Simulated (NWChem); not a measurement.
System: arsine (AsH3); SMILES [AsH3]

Input file for NWChem:

```
start job
memory heap 200 mb stack 900 mb global 1100 mb
geometry units angstroms noautoz
  As     0.005801    -0.004148     0.052791
  H     -1.293829     0.413383    -0.626293
  H      0.827634     0.937993    -0.819900
  H      0.203798    -1.163097    -0.917904
end
basis spherical
  As library 6-311g**
  H library 6-311g**
end
dft
  xc xpbe96 cpbe96
  iterations 150
  mulliken
end
task dft energy
```

The geometry was optimised at PBE0/def2-SVP.

Give the results of this calculation. (PBE/6-311G** (spherical d).) Quantities: basis functions; energy (Ha); highest occupied level (eV); orbital gap (eV); dipole (D).


* **number of basis functions**: 62
* **energy (Ha)**: -2237.28
* **highest occupied level (eV)**: -6.71
* **orbital gap (eV)**: 6.45
* **dipole (D)**: 0.42
